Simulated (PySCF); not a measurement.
# Correlation energy of Cu²⁺ (copper, charge +2)

[Ar] 3d8 4p1, one real determinant (an excited configuration). Computed with PySCF 2.14 in x2c-TZVPPall (6s5p4d2f1g, 64 functions), with the spin-free X2C one-electron Hamiltonian (Gaussian nucleus). Frozen: [Ne]; 17 electrons correlated.

| level | correlation energy (mhartree) |
| --- | --- |
| CCSD | -534.14 |
| (T) | -8.37 |
| CCSD(T) | -542.51 |

Diagnostics: T1 = 0.0074, D1 = 0.0236, largest double amplitude 0.029.

**Question.** Is a single reference adequate?

**Answer.** Yes: T1 lies below 0.03 and no double amplitude reaches 0.07.

The reference is one real determinant that mixes LS terms of this configuration.

This basis was not built for core-valence correlation, so the inner-shell part is incomplete.
